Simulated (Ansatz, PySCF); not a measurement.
H₃O₂, SMILES [OH2+]O, charge +1.

The structure is a stationary point at B3LYP-D3(BJ)/def2-TZVP. The isomer is the one that the SMILES or the coordinates give; other isomers of the formula were not compared.

Vertical ionisation energy (IE) and electron affinity (EA) in eV. Rows of orbital energies are one-electron estimates. Where ΔSCF, EOM or ADC give a negative EA the extra electron is unbound and the value depends on the basis.

```tsv
level	IE	EA
−ε(HOMO), −ε(LUMO), B3LYP/def2-TZVPD (PySCF)	17.21	9.17
−ε(HOMO), −ε(LUMO), ωB97X/def2-TZVPD (PySCF)	20.07	6.14
−ε(HOMO), −ε(LUMO), PBE/def2-TZVPD (PySCF)	15.42	10.39
ADC(2)/aug-cc-pVDZ (PySCF)	[?]	[?]
ΔSCF, CAM-B3LYP/def2-TZVPD (Ansatz), final states of multiplicity 2 and 2	21.00	6.04
ΔSCF, PBE/def2-TZVPD (Ansatz), final states of multiplicity 2 and 2	20.86	6.12
```

Question: Complete the blanks. (Estimate from the structure and the level; the computed values follow.)

Answer: 
- ADC(2)/aug-cc-pVDZ (PySCF), IE: 19.78
- ADC(2)/aug-cc-pVDZ (PySCF), EA: 5.85

Question: What vertical singlet–triplet gap does ΔSCF give with CAM-B3LYP/def2-TZVPD (Ansatz, a program for electronic structure) and with PBE/def2-TZVPD (Ansatz)? (The exact figures need the calculation; the answer reports its results.)

Answer: 4.41 and 4.58 eV (triplet above singlet where positive).

Question: Give the lowest 1s main lines (those of the lightest heavy element) from CVS-ADC(2)-x/aug-cc-pVDZ (PySCF, non-relativistic), with pole strengths. (An estimate is asked for; the answer gives what the named calculation found.)

Answer: 551.2 eV (1.48), 552.5 eV (1.53).

Question: Beyond the first one, list the lowest photoelectron lines from ADC(2)/aug-cc-pVDZ run with PySCF 2.14.0 with their pole strengths (two spins summed). (The exact figures need the calculation; the answer reports its results.)

Answer: 21.11 eV (1.77), 24.90 eV (1.74), 26.77 eV (1.80), 28.55 eV (1.77), 38.50 eV (1.65).
